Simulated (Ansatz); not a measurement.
Program: Ansatz. Geometries: PBE0-D4/def2-TZVP. ΔE: electronic, gas phase. CBS: MP2 limit from def2 TZ/QZ plus the TZ coupled-cluster correction, frozen cores. This one scheme is used for every species. DFT in def2-TZVPP. For Ge outer-core shells are correlated without core-valence functions, which leaves a few kJ/mol of doubt a bond. Scalar relativity is left out up to krypton. Each species was taken in one conformer, which may not be the lowest.

`FC[CH](F)[GeH3]` + H₂ → `F[CH2][GeH3]` + `CF`  (hydrogenolysis of a C–C bond)

(1) Is it downhill or uphill in electronic energy at CCSD(T)/CBS, and by how much? (An estimate is asked.)

(2) What do these levels give: PBE-D4, r2SCAN, HF/def2-TZVPP, CCSD(T)/def2-TZVPP, MP2/def2-QZVPP, MP2/CBS(def2)? (Estimate.)

Largest T1 diagnostic among the species: 0.012.

Results:

(1) Computed: Downhill: ΔE = -36.9 kJ/mol.

(2) The calculation gave: PBE-D4 -33.9, r2SCAN -35.0, HF/def2-TZVPP -63.1, CCSD(T)/def2-TZVPP -38.5, MP2/def2-QZVPP -34.8, MP2/CBS(def2) -33.9 kJ/mol.

The D4 term adds +9.2 kJ/mol with B3LYP and +5.0 kJ/mol with PBE0; it sums over pairs of atoms, weighted by their polarisabilities, and B3LYP, whose exchange is more repulsive, gets the larger term. From PBE to PBE0 (25 % exact exchange), in def2-TZVPP and without D4, ΔE moves by −3.9 kJ/mol. In def2-TZVPP, CCSD(T) changes the Hartree–Fock value by +24.6 kJ/mol (the triples alone add +5.0 kJ/mol) and MP2 by +27.7 kJ/mol.

B3LYP here is the variant with VWN-RPA as its local correlation; programs differ in this.
